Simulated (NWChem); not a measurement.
Molecule: SiH$_{2}$SCl$_{2}$; SMILES S[SiH](Cl)Cl

```xyz
6

Si     0.0140     0.0306     0.4745
S      0.5910    -1.8445    -0.3409
Cl     1.2130     1.5588    -0.2054
Cl    -1.9157     0.3281    -0.1516
H      0.0612     0.0700     1.9541
H      1.8398    -1.7818     0.1764
```
Atoms are numbered in this order, from 1.

Program: NWChem. All runs use the structure optimised with PBE0/def2-SVP. Vzz is the largest principal value of the second derivative of the potential at the nucleus (NWChem prints the opposite sign); η is the asymmetry. Non-relativistic.

### Question
Predict the results for B3LYP/cc-pVTZ. Quantities: Vzz S2 (a.u.); η S2; Vzz Cl3 (a.u.); η Cl3; Vzz Cl4 (a.u.); η Cl4.

### Answer
```
Property         Value
--------------  ------
Vzz S2 (a.u.)   -2.025
η S2              0.71
Vzz Cl3 (a.u.)   2.016
η Cl3             0.09
Vzz Cl4 (a.u.)   2.073
η Cl4             0.03
```
